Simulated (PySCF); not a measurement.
The numbers are results of TPSSh-D3(BJ)/def2-TZVP // B3LYP-D3(BJ)/def2-SVP run with PySCF, not measurements. Isolated molecules, 0 K electronic values unless said otherwise. One relaxed conformer stands for a flexible species; it need not be the lowest. Excitations are Tamm–Dancoff values on a coarser integration grid. The basis has no diffuse functions, so Rydberg states are missing or too high.

Reference species (SMILES): `[CH3][Sn]([CH3])([CH3])[CH3]` (neutral, multiplicity 1).

```json
{
  "HOMO–LUMO gap": "7.25 eV",
  "S1 oscillator strength": "0.100",
  "S1 excitation (TDA)": "6.96 eV"
}
```

Changed species: `[Sn]([CH2]C)([CH2]C)([CH2]C)[CH2]C` (4 of 4 CH3 replaced by C2H5; the reference has 0 of 4 CH3 replaced by C2H5).

Task: Predict the effect on the HOMO–LUMO gap, S1 oscillator strength and S1 excitation (TDA).

Result: the HOMO–LUMO gap falls by 0.60 eV, to 6.65 eV; the S1 oscillator strength drops by 0.052, to 0.048; the S1 excitation (TDA) decreases by 0.62 eV, to 6.34 eV.
